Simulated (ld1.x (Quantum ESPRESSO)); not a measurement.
# Before and after: PAW potential for nickel

ld1.x (Quantum ESPRESSO) 7.5 input, shortened:

```
&input
   title='Ni', zed=28., rel=1, dft='PBE', iswitch=3,
   config='[Ar] 3d8 4s1 4p0'
 /
 &inputp
   pseudotype=3, lpaw=.true., tm=.true., lloc=-1, rcloc=1.15,
   nlcc=.true., new_core_ps=.true., rcore=0.90,
   which_augfun='BG', rmatch_augfun=1.00
 /
6
3S  1  0   2.00   0.00  1.00  1.20  0.0
4S  2  0   1.00   0.00  1.00  1.20  0.0
3P  2  1   6.00   0.00  1.05  1.30  0.0
4P  3  1   0.00   0.00  1.05  1.30  0.0
3D  3  2   8.00   0.00  1.25  1.50  0.0
3D  3  2   0.00  -0.65  1.25  1.50  0.0
 &test
   configts(1)='3s2 3p6 3d8 4s1 4p0'
 /
```

Change: waves 3s (bound): rcut 1.00, rcutus 1.36 bohr; 4s (bound): rcut 1.00, rcutus 1.36 bohr.

Cutoffs: the cutoffs (Ry, on a coarse ladder) from which the occupation-weighted sum of valence levels, in a spherical-Bessel basis at the reference potential, stays within 10 and 1 mRy of its value at 400 Ry; they do not see the model core or the augmentation charge, which bear on the density cutoff. Errors are all-electron minus pseudo energies relative to the spin-unpolarised reference configuration.

Problem. Predict the effect on cutoff, ghosts and configuration errors.

Solution. The potential gets neither clearly harder nor softer (70 Ry and 110 Ry → 70 Ry and 110 Ry); the number of tests with a reliable result goes from 7 to 5 (the test run of the changed file stopped, so its transferability is not established); of the 5 tests that both files solve, the error grows in 4 and shrinks in 1 by more than 15 % and 0.3 meV (median size 10.8 → 38.2 meV); neither file shows a bound ghost.

```tsv
quantity	base	changed
cutoff, loose	70 Ry	70 Ry
cutoff, tight	110 Ry	110 Ry
bound ghosts	none	none
tests with a reliable result	7 of 7	5 of 7 (the test run stopped)
error for 3s2 3p6 3d8 4s2 4p0, meV [ΔE -9.32 eV]	+9.1	+38
error for 3s2 3p6 3d8 4s0 4p0, meV [ΔE 17.35 eV]	+13	+38
error for 3s2 3p6 3d7 4s0 4p0, meV [ΔE 54.82 eV]	+11	-1.4
error for 3s2 3p6 3d8 4s1.5 4p0, meV [ΔE -5.61 eV]	+3.0	+11
error for 3s2 3p6 3d9 4s0 4p0, meV [ΔE -3.00 eV]	+49	+94
s: phases at 1.65 bohr within 0.05 rad from the reference energy up to (Ry; the scan ends near 5)	to the end of the scan	to the end of the scan
p: phases at 1.65 bohr within 0.05 rad from the reference energy up to (Ry; the scan ends near 5)	1.5	1.5
d: phases at 1.65 bohr within 0.05 rad from the reference energy up to (Ry; the scan ends near 5)	4.2	4.2
lowest overlap eigenvalue by channel	s 0.04, p 0.05, d 1.00	s 0.01, p 0.05, d 1.00
```

Base: ld1.x warns that Blöchl-style (BG) augmentation functions are not a good idea. Changed file: ld1.x warns that Blöchl-style (BG) augmentation functions are not a good idea.
